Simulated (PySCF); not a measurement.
**Structure from NMR data**

An unknown has the formula C9H9Cl. Its calculated NMR data are:

1H NMR (400 MHz, computed): δ 7.48 (m, 1H), 6.04 (m, 1H), 5.79 (m, 1H), 5.77 (m, 1H), 5.55 (m, 1H), 5.32 (m, 1H), 3.48 (s, 1H), 3.42 (d, 2H).

13C{1H} NMR (computed): δ 150.7 (C), 143.1 (CH), 140.1 (CH), 125.1 (CH2), 124.8 (C), 123.4 (CH2), 99.0 (CH), 85.1 (C), 40.2 (CH2).

No solvent, non-relativistic, rapidly exchanging positions averaged, one computed conformer. PBE0/pcSseg-1 with gauge-including orbitals; structure optimised with GFN2-xTB; PySCF 2.14.

Scale: 1H (σref 31.72), 13C (σref 186.93) vs TMS (reference shieldings calculated alike).

Problem. Which candidate is it?
A. Cc1ccc(/C=C/Cl)cc1
B. ClC[C@]12C=C[C@@H]3[C@H](C=C1)[C@@H]32
C. C#C/C(Cl)=C(/C=C)CC=C

Solution. C. 

1. Rings plus π bonds: 5 (no ring in the answer).
2. 9 carbon signals for 9 carbons: no two carbons are equivalent.
3. Carbon types of the structure: 3 × C, 3 × CH, 3 × CH2, which accounts for all hydrogens.
4. δC 150.7, 124.8: fully substituted alkene carbon; an sp2 carbon of a C=C bond.
5. δC 143.1, 140.1: alkene CH; the olefinic region.
6. δC 125.1, 123.4: terminal =CH2 carbon; the olefinic region.
7. δC 99.0: terminal alkyne carbon; sp carbons lie upfield of alkene carbons because the cylindrical π system leaves one tensor component strongly shielded.
8. δC 85.1: alkyne carbon; the triple bond shields along its axis, which puts it between sp3 and sp2 carbons.

The others: Cc1ccc(/C=C/Cl)cc1 would give 7 carbon signals, not 9; ClC[C@]12C=C[C@@H]3[C@H](C=C1)[C@@H]32 would give 6 carbon signals, not 9.

Carbons that carry Cl, above all several Cl atoms, come out too deshielded, partly because spin–orbit coupling is missing. Shifts are as computed. Against solution values, carbons near 30 ppm lie about +3 ppm off and those near 130 ppm about +5 ppm; carbons on Cl a further +6 ppm. Of 1211 compounds with measured shifts, 218 miss one by over three times the rms of a fit or turn the order of signals round; such compounds aren't used in these exercises. Multiplicities follow the n + 1 count of equivalent neighbours, as no J values were calculated; m marks all less simple cases, F and P coupling included.
